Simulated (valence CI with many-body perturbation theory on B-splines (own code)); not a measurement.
Results of a calculation; reference values are marked as such.
Level structure of Bi II

Method: configuration interaction combined with many-body perturbation theory (CI+MBPT): four valence electrons over a frozen Dirac-Fock core [Xe] 4f14 5d10, a basis of 11 s, 11 p, 10 d, 8 f, 5 g, 2 h functions for each j, with the one-electron correlation potential Σ1 (screened to all orders), the two-electron term Σ2, the three-electron term Σ3, Breit, model QED; selected single and double excitations, second order for the rest, scaled by the run's own slope (own B-spline code, finite nucleus).

Set against measurement, 25 paired levels are off by 185 cm⁻¹ on average, the worst by 535. These come from a selection out of the NIST Handbook of Basic Atomic Spectroscopic Data. Levels without a partner in it may be off by more. Among the levels kept, up to 480 cm⁻¹ of a level comes from second order outside the variational space, and about a tenth of that is noise between levels of different J, which matters for small intervals.

Levels 46 to 90 of 97, with energies above the lowest level, (6s^2 6p1/2^2) J=0. "Leading %" is the weight of the configuration and term that name the level; weights of strongly mixed levels are sums over their largest components and can fall short. In the jj column 3d3/2^4 stands for four electrons in 3d with j = 3/2.

```tsv
No.	Configuration	Term	J	E (eV)	Leading %	Second component	g	Leading jj
46	6s2.6p.7p	3S	1	13.511	48	25 % 6s2.6p.7p 1P	1.628	6s^2 6p3/2 7p3/2 (69 %)
47	6s2.6p.6d	3D°	3	13.601	37	34 % 6s.6p3 3D°	1.264	6s^2 6p3/2 6d5/2 (51 %)
48	6s2.6p.7p	1D	2	13.650	44	42 % 6s2.6p.7p 3P	1.237	6s^2 6p3/2 7p3/2 (83 %)
49	6s.6p3	3P°	0	13.894	60	24 % 6s2.6p.6d 3P°		6s 6p1/2 6p3/2^2 (60 %)
50	6s2.6p.7p	1S	0	13.998	65	22 % 6s2.6p.7p 3P		6s^2 6p3/2 7p3/2 (87 %)
51	6s.6p3	3P°	1	14.089	26	24 % 6s2.6p.9s 3P°	1.325	6s 6p1/2 6p3/2^2 (36 %)
52	6s2.6p.9s	3P°	0	14.137	88	5 % 6s.6p3 3P°		6s^2 6p1/2 9s (88 %)
53	6s2.6p.9s	3P°	1	14.162	39	19 % 6s2.6p.9s 1P°	1.315	6s^2 6p1/2 9s (59 %)
54	6s2.6p.8d	3F°	2	14.258	24	17 % 6s2.6p.8d 1D°	1.025	6s^2 6p1/2 8d3/2 (42 %)
55	6s2.6p.6f	3G	3	14.360	65	22 % 6s2.6p.6f 1F	0.838	6s^2 6p1/2 6f5/2 (93 %)
56	6s2.6p.6f	3D	3	14.378	47	32 % 6s2.6p.6f 3F	1.186	6s^2 6p1/2 6f7/2 (93 %)
57	6s2.6p.6f	3G	4	14.383	40	30 % 6s2.6p.6f 1G	1.087	6s^2 6p1/2 6f7/2 (94 %)
58	6s2.6p.6f	3F	2	14.393	44	30 % 6s2.6p.6f 1D	0.881	6s^2 6p1/2 6f5/2 (94 %)
59	5g.6s2.6p	3H°	5	14.429	38	32 % 5g.6s2.6p 1H°	1.068	5g9/2 6s^2 6p1/2 (96 %)
60	5g.6s2.6p	3F°	4	14.431	55	21 % 5g.6s2.6p 3G°	1.155	5g9/2 6s^2 6p1/2 (93 %)
61	5g.6s2.6p	3H°	4	14.431	69	13 % 5g.6s2.6p 1G°	0.861	5g7/2 6s^2 6p1/2 (93 %)
62	5g.6s2.6p	3G°	3	14.431	39	30 % 5g.6s2.6p 1F°	0.923	5g7/2 6s^2 6p1/2 (92 %)
63	6s2.6p.8d	3F°	2	14.445	38	29 % 6s2.6p.8d 3D°	1.037	6s^2 6p1/2 8d5/2 (57 %)
64	6s2.6p.8d	3F°	3	14.472	42	28 % 6s2.6p.8d 1F°	1.105	6s^2 6p1/2 8d5/2 (89 %)
65	6s2.6p.9p	3D	1	14.472	69	21 % 6s2.6p.9p 1P	0.670	6s^2 6p1/2 9p1/2 (94 %)
66	6s2.6p.8d	3D°	1	14.478	46	29 % 6s2.6p.8d 1P°	0.838	6s^2 6p1/2 8d3/2 (91 %)
67	6s2.6p.9p	3P	0	14.538	64	29 % 6s2.6p.9p 1S		6s^2 6p1/2 9p1/2 (93 %)
68	6s2.6p.8d	3P°	2	14.567	18	15 % 6s2.6p.8d 1D°	1.193	6s^2 6p1/2 8d5/2 (30 %)
69	6s2.6p.9p	3P	1	14.574	47	27 % 6s2.6p.9p 3S	1.491	6s^2 6p1/2 9p3/2 (95 %)
70	6s2.6p.9p	3D	2	14.583	48	31 % 6s2.6p.9p 1D	1.167	6s^2 6p1/2 9p3/2 (94 %)
71	6s2.6p.10s	3P°	1	14.933	54	26 % 6s2.6p.10s 1P°	1.355	6s^2 6p1/2 10s (80 %)
72	6s2.6p.10s	3P°	0	14.946	95			6s^2 6p1/2 10s (95 %)
73	6s2.6p.7f	3G	3	15.039	61	24 % 6s2.6p.7f 1F	0.858	6s^2 6p1/2 7f5/2 (89 %)
74	6s2.6p.7f	3D	3	15.046	45	33 % 6s2.6p.7f 3F	1.168	6s^2 6p1/2 7f7/2 (90 %)
75	6s.6p3	3S°	1	15.048	29	14 % 6s.6p3 1P°	1.409	6s 6p1/2 6p3/2^2 (40 %)
76	6s2.6p.7f	3G	4	15.050	39	30 % 6s2.6p.7f 1G	1.085	6s^2 6p1/2 7f7/2 (94 %)
77	6s2.6p.7f	3F	2	15.056	43	30 % 6s2.6p.7f 1D	0.885	6s^2 6p1/2 7f5/2 (94 %)
78	6s2.6p.8s	3P°	2	15.074	86		1.458	6s^2 6p3/2 8s (86 %)
79	6s2.6p.9d	3F°	2	15.105	68	14 % 6s2.6p.9d 1D°	0.798	6s^2 6p1/2 9d3/2 (87 %)
80	6s2.6p.6g	3H°	5	15.115	38	32 % 6s2.6p.6g 1H°	1.067	6s^2 6p1/2 6g9/2 (95 %)
81	6s2.6p.6g	3F°	4	15.116	55	21 % 6s2.6p.6g 3G°	1.156	6s^2 6p1/2 6g9/2 (93 %)
82	6s2.6p.6g	3H°	4	15.116	70	13 % 6s2.6p.6g 3G°	0.861	6s^2 6p1/2 6g7/2 (93 %)
83	6s2.6p.6g	3G°	3	15.117	38	30 % 6s2.6p.6g 1F°	0.928	6s^2 6p1/2 6g7/2 (89 %)
84	6s2.6p.6h	3G	5	15.118	57	21 % 6s2.6p.6h 3H	1.127	6s^2 6p1/2 6h11/2 (95 %)
85	6s2.6p.6h	3H	4	15.118	38	32 % 6s2.6p.6h 1G	0.933	6s^2 6p1/2 6h9/2 (96 %)
86	6s2.6p.6h	3I	6	15.118	37	32 % 6s2.6p.6h 1I	1.056	6s^2 6p1/2 6h11/2 (96 %)
87	6s2.6p.6h	3I	5	15.118	69	15 % 6s2.6p.6h 1H	0.884	6s^2 6p1/2 6h9/2 (95 %)
88	6s2.6p.9d	3D°	1	15.135	25	19 % 6s2.6p.9d 1P°	1.054	6s^2 6p1/2 9d3/2 (52 %)
89	6s2.6p.9d	3F°	3	15.135	40	29 % 6s2.6p.9d 1F°	1.099	6s^2 6p1/2 9d5/2 (88 %)
90	6s2.6p.9d	3P°	2	15.144	46	31 % 6s2.6p.9d 3D°	1.302	6s^2 6p1/2 9d5/2 (91 %)
```

Where two levels of one J and parity lie close, their mixing, g and order are uncertain.
